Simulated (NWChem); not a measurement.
A series in which one site is exchanged, each optimised at PBE0/def2-SVP with NWChem, gas phase unless a solvent is named. Some are not confirmed as minima by frequencies. def2 effective core potentials on Sn, I; no spin-orbit coupling.

A: [F][Sn]([F])([F])[Cl] (SnClF₃; site = Cl)
B: [F][SnH]([F])[F] (SnHF3; site = H)
C: [F][Sn]([F])([F])[I] (SnIF$_{3}$; site = I)
D: [F][Sn]([F])([F])[Br] (SnBrF₃; site = Br)

Question: Rank them by lowest singlet excitation, B3LYP/def2-SVPD, TDA (eV), lowest first.

Answer: C (3.71), D (4.44), A (5.02), B (7.07)
